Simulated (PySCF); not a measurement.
**Nuclear quadrupole coupling in `O=C(O)CO[SiH2]O[SiH3]`**

C2H8O4Si2.
Z-matrix (Å and degrees, GFN2-xTB geometry), rows numbered from 1:
```
O 
C   1  1.1953
O   2  1.3423  1  123.01
C   2  1.5180  1  126.56  3   179.33
O   4  1.3842  2  110.72  1     6.65
Si  5  1.6188  4  130.83  2  -157.07
O   6  1.6193  5  112.27  4   -59.38
Si  7  1.6191  6  163.96  5   -65.41
H   3  0.9711  2  110.12  1    -0.11
H   4  1.0981  2  108.29  1   128.23
H   4  1.0979  2  107.46  1  -115.85
H   6  1.4599  5  112.43  4    55.76
H   6  1.4472  5   99.70  4  -176.99
H   8  1.4608  7  108.46  6   -34.16
H   8  1.4608  7  104.99  6  -154.54
H   8  1.4647  7  107.17  6    86.26
```

Field gradients from the PBE0/pcSseg-1 density (PySCF, non-relativistic), principal values in atomic units, ordered |Vxx| ≤ |Vyy| ≤ |Vzz|:

| atom | Vxx | Vyy | Vzz |
| --- | --- | --- | --- |
| O1 | 0.6123 | 0.9915 | -1.6038 |
| O3 | -0.4312 | -1.2207 | 1.6519 |
| O5 | -0.6363 | -1.1370 | 1.7732 |
| O7 | -0.4731 | -0.6171 | 1.0902 |

**Question.** Find the asymmetry η = (Vxx − Vyy)/Vzz and the couplings χ = eQV/h (234.96 MHz × Q in barn × V in au), with Q(17O) = −0.0256 b.

**Answer.** 
```
atom           environment  nucleus     η  χzz (MHz)  χxx (MHz)  χyy (MHz)
  O1  acid carbonyl oxygen      17O  0.24       9.65      -3.68      -5.96
  O3  acid hydroxyl oxygen      17O  0.48      -9.94       2.59       7.34
  O5    silyl ether oxygen      17O  0.28     -10.67       3.83       6.84
  O7       siloxane oxygen      17O  0.13      -6.56       2.85       3.71
```

The tensor is traceless: Vxx + Vyy + Vzz = 0.

**Question.** What is Vzz at O1 in SI units (1 au = 9.71736 × 10²¹ V/m²)?

**Answer.** -1.6038 au = -15.585 × 10²¹ V/m².

**Question.** And the gradient at the other heavy atoms, for which no coupling is worked out here?

**Answer.** 
| atom | environment | Vzz (au) | η |
| --- | --- | --- | --- |
| C2 | carboxylic acid carbon | -0.412 | 0.98 |
| C4 | sp3 carbon bound to oxygen | 0.345 | 0.31 |
| Si6 | oxygen-bound silicon | -0.589 | 0.57 |
| Si8 | oxygen-bound silicon | 0.597 | 0.06 |

**Question.** What couplings would deuterons (Q(2H) = 0.00286 b) have in place of the hydrogens, at this geometry?

**Answer.** 
```
atom  bonded to  bond length (Å)  Vzz (au)     η  χzz (kHz)
  H9         O3            0.971    0.4320  0.09        290
 H10         C4            1.098    0.2830  0.06        190
 H11         C4            1.098    0.2832  0.09        190
 H12        Si6            1.460    0.1596  0.03        107
 H13        Si6            1.447    0.1696  0.01        114
 H14        Si8            1.461    0.1607  0.03        108
 H15        Si8            1.461    0.1611  0.02        108
 H16        Si8            1.465    0.1582  0.03        106
```

Geometry: GFN2-xTB, one conformer, isolated molecule. GFN2-xTB frequencies show an imaginary mode (38i cm⁻¹), so this geometry is no minimum at that level. GFN2-xTB bond lengths can be off by several hundredths of an ångström, more for odd bonds, and the gradients follow them. The small basis limits the accuracy of the gradients.

These values come from a run that also computed NMR shieldings. Hardware: an Arm Neoverse V2 with one thread, shared host with 32 logical CPUs at a one-minute load of 12. Cost: 22 s of wall time, 0.97 GiB resident at most.
